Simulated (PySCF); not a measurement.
# Relaxation of doublet BrF₂

Computed with UPBE0/[Br def2-TZVP, F def2-TZVP], no relativity, density fitting, PySCF. A (50,194) grid was used.

A hand-made bent start, of C2v symmetry, held to at least that symmetry:

```xyz
3
charge 0 multiplicity 2, angstrom
Br    0.0000    0.0000   -0.3318
F     1.4581    0.0000    0.6892
F    -1.4581    0.0000    0.6892
```

Optimiser trace:
```tsv
step	E − E(last) (kJ/mol)	largest gradient (Eh/bohr)
0	112.89	0.05423
1	41.03	0.03446
2	14.37	0.02498
3	5.94	0.01521
4	0.42	0.00345
5	0.02	0.00071
6	0.00	0.00010
7	0.00	0.00001
```

It ends at C2v with Br–F 1.826 Å (×2); F–Br–F 156.4°. A frequency run shows a minimum. Other isomers or separated fragments may lie lower.

The relaxation took roughly 40 core-seconds on a shared host.
